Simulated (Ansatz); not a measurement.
Abridged output of a molecular run in Ansatz:

```
Functional definition: HF
1422 factors; integrals over basis functions are off by at most 1.1e-3 eV
mean field evaluation 1: about -19735.3393 eV, gradient 2.4e1 eV
mean field evaluation 2: about -19735.4960 eV, gradient 2.5e1 eV
mean field evaluation 4: about -19737.1796 eV, gradient 3.6e0 eV
mean field evaluation 8: about -19737.2169 eV, gradient 1.8e-1 eV
mean field -19737.21705233 eV, -725.3293483070 hartree, gradient 2.4e-6 eV, S^2 0.000000; 0 other end points of the search recorded, 0 dependent functions left out
11 core orbitals not correlated: weight in the atoms' cores, before any rotation towards them, 1.000 or more for the frozen orbitals, at most 0.000 for the correlated occupied ones
reference -19737.21705233 eV, -725.3293483070 hartree; 18, 18 occupied and 181, 181 virtual orbitals, 1422 factors
second order -28.27011113 eV of doubles, -0.00000000 eV of singles
cycle   1  -27.51373766 eV  change    7.6e-1 eV  update   1.0e-1
cycle   2  -28.17512917 eV  change   -6.6e-1 eV  update   2.9e-2
cycle   3  -28.27534341 eV  change   -1.0e-1 eV  update   1.3e-2
cycle   4  -28.25274597 eV  change    2.3e-2 eV  update   3.0e-3
cycle   5  -28.25186081 eV  change    8.9e-4 eV  update   1.3e-3
cycle   6  -28.25303784 eV  change   -1.2e-3 eV  update   3.7e-4
cycle   7  -28.25280284 eV  change    2.3e-4 eV  update   1.4e-4
cycle   8  -28.25267050 eV  change    1.3e-4 eV  update   4.3e-5
cycle   9  -28.25268815 eV  change   -1.8e-5 eV  update   1.8e-5
perturbative correction -0.79980172 eV, -0.0293921711 hartree
Total energy: -19766.26954221 eV, -726.3970076174 hartree
```

Its atoms:

Z-matrix (Å, degrees):
```
C
Si 1 1.891
F 1 1.384 2 111.2
H 1 1.097 2 109.5 3 -119.8
H 1 1.095 2 111.0 3 121.1
I 2 2.435 1 110.2 3 -64.4
H 2 1.484 1 108.2 3 176.9
H 2 1.481 1 110.7 3 55.4
```

Problem. Which basis set was used?
A. def2-TZVPP
B. def2-SVPD
C. cc-pV(D+d)Z
D. def2-TZVPPD

Solution. A. It gives 210 functions.

Problem. Write the keys of the input that set method, charge and spin (a neutral closed shell needs none for the last two).

Solution. 
```yaml
correlation: {method: ccsd_t}
```
